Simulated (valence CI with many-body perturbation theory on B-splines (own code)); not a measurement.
# Level structure of Tm19+

Method: relativistic CI+MBPT: four valence electrons over a frozen Dirac-Fock core [Kr] 4d10, radial functions for each j: 8 s, 8 p, 9 d, 9 f, 6 g, 3 h, 2 i, with the one-electron correlation potential Σ1, the two-electron term Σ2, the three-electron term Σ3, Breit, model QED; selected CI, second order for the rest, scaled by the run's own slope (own B-spline code, finite nucleus).

No measured spectrum was set against this ion. As an estimate, terms of the open shell hold to a few per cent of their energy, and close levels can change places. Core correlation moves these levels by up to 3400 cm⁻¹, and in measured spectra 5 to 20 % of such shifts remained as error; rates that hang on mixing are uncertain with them. Only levels of the ground parity were solved; by the run's estimate the other parity begins above the list, which can be wrong where configurations are misplaced.

Levels 1 to 45 of 64, with energies above the lowest level, 4f4 5I_4. "Leading %" is the weight of the configuration and term that name the level; weights of strongly mixed levels are sums over their largest components and can fall short. In the jj column 3d3/2^4 stands for four electrons in 3d with j = 3/2. Lifetimes count E1, E2, E3, M1 and M2 decay at the calculated energies, and are blank where another channel may lead or the interval is too uncertain; long ones can be off by a factor of two.

```
No.  Configuration  Term   J  E (cm⁻¹)  Leading %  Lifetime              Leading jj      g
  1            4f4    5I   4       0.0         90                    4f5/2^4 (47 %)  0.619
  2            4f4    5I   5      7123         95   47.6 ms    4f5/2^3 4f7/2 (72 %)  0.904
  3            4f4    5I   6     13972         95   42.8 ms  4f5/2^2 4f7/2^2 (67 %)  1.064
  4            4f4    5I   7     20316         89   62.8 ms  4f5/2^2 4f7/2^2 (48 %)  1.160
  5            4f4    5I   8     26185         81    135 ms  4f5/2^2 4f7/2^2 (40 %)  1.221
  6            4f4    5F   2     29471         64     209 s          4f5/2^4 (52 %)  1.013
  7            4f4    5F   1     29860         87     225 s    4f5/2^3 4f7/2 (82 %)  0.070
  8            4f4    5F   4     34285         27   11.5 ms    4f5/2^3 4f7/2 (44 %)  1.079
  9            4f4    5F   3     34466         82    148 ms    4f5/2^3 4f7/2 (69 %)  1.204
 10            4f4    5S   2     36684         73    319 ms    4f5/2^3 4f7/2 (46 %)  1.811
 11            4f4    3K   6     39517         93   9.44 ms  4f5/2^2 4f7/2^2 (50 %)  0.868
 12            4f4    5G   2     39588         74    104 ms    4f5/2^3 4f7/2 (61 %)  0.474
 13            4f4    5G   3     41461         61   43.7 ms    4f5/2^3 4f7/2 (91 %)  0.894
 14            4f4    5F   5     42595         56   26.6 ms  4f5/2^2 4f7/2^2 (51 %)  1.289
 15            4f4    5F   4     42609         62   10.2 ms  4f5/2^2 4f7/2^2 (71 %)  1.181
 16            4f4    3K   7     42816         49   9.30 ms    4f5/2^3 4f7/2 (60 %)  0.973
 17            4f4    3L   8     46872         24   11.8 ms    4f5/2^3 4f7/2 (70 %)  1.036
 18            4f4    3H   5     50841         34   9.76 ms  4f5/2^2 4f7/2^2 (44 %)  1.212
 19            4f4    5G   4     51172         70   7.59 ms  4f5/2^2 4f7/2^2 (77 %)  1.056
 20            4f4    3G   3     53132         61   11.1 ms  4f5/2^2 4f7/2^2 (79 %)  0.841
 21            4f4    3D   2     53211         39   7.64 ms  4f5/2^2 4f7/2^2 (57 %)  1.174
 22            4f4    3P   1     57378         56   9.25 ms  4f5/2^2 4f7/2^2 (79 %)  1.028
 23            4f4    5G   5     58490         60   10.4 ms  4f5/2^2 4f7/2^2 (50 %)  1.168
 24            4f4    3L   7     58735         57   6.32 ms    4f5/2 4f7/2^3 (52 %)  0.939
 25            4f4    5G   6     59542         59   13.7 ms  4f5/2^2 4f7/2^2 (50 %)  1.256
 26            4f4    3L   8     60371         45   16.2 ms  4f5/2^2 4f7/2^2 (84 %)  0.985
 27            4f4    1D   2     60566         41   9.22 ms  4f5/2^2 4f7/2^2 (50 %)  1.012
 28            4f4    3L   9     61519         51   20.0 ms  4f5/2^2 4f7/2^2 (92 %)  1.061
 29            4f4    3K   8     61638         37   8.85 ms  4f5/2^2 4f7/2^2 (61 %)  1.022
 30            4f4    3P   0     62080        100   65.1 ms  4f5/2^2 4f7/2^2 (88 %)       
 31            4f4    3D   3     62447         63   15.8 ms  4f5/2^2 4f7/2^2 (75 %)  1.270
 32            4f4    3F   4     62782         54   6.66 ms  4f5/2^2 4f7/2^2 (57 %)  1.172
 33            4f4    3I   5     64774         64   9.94 ms    4f5/2^3 4f7/2 (56 %)  0.903
 34            4f4    3H   6     65284         51   21.9 ms  4f5/2^2 4f7/2^2 (43 %)  1.195
 35            4f4    3G   4     66560         65   7.36 ms    4f5/2 4f7/2^3 (62 %)  1.069
 36            4f4    5D   0     68075         87    123 ms  4f5/2^2 4f7/2^2 (50 %)       
 37            4f4    3F   2     68255         63   4.12 ms  4f5/2^2 4f7/2^2 (81 %)  0.715
 38            4f4    5D   1     70755         74   29.8 ms    4f5/2^3 4f7/2 (62 %)  1.417
 39            4f4    3I   6     71905         64   7.80 ms  4f5/2^2 4f7/2^2 (49 %)  1.055
 40            4f4    3I   7     72614         81   12.7 ms  4f5/2^2 4f7/2^2 (64 %)  1.114
 41            4f4    3P   2     73163         34   9.70 ms    4f5/2 4f7/2^3 (52 %)  1.275
 42            4f4    3M  10     73234         94   55.9 ms  4f5/2^2 4f7/2^2 (52 %)  1.092
 43            4f4    3D   1     73562         46   5.96 ms    4f5/2 4f7/2^3 (82 %)  0.975
 44            4f4    3G   5     74229         58   7.00 ms    4f5/2 4f7/2^3 (52 %)  1.139
 45            4f4    3F   3     74398         62   6.09 ms    4f5/2 4f7/2^3 (71 %)  1.166
```

Names give the largest LS component (configuration and term), which can be under half, so a name can repeat, a term be missing and a line seem to break the LS rules; names also repeat where a configuration has a term twice.

Where two levels of one J and parity lie close, their mixing, g and order are uncertain.

The ionisation energy to 4f3 4I°_9/2 of the next ion comes out as 484.58 eV (NIST: 496 ± 25 eV (theoretical)). All 64 levels together are meant to be complete up to 99742 cm⁻¹.
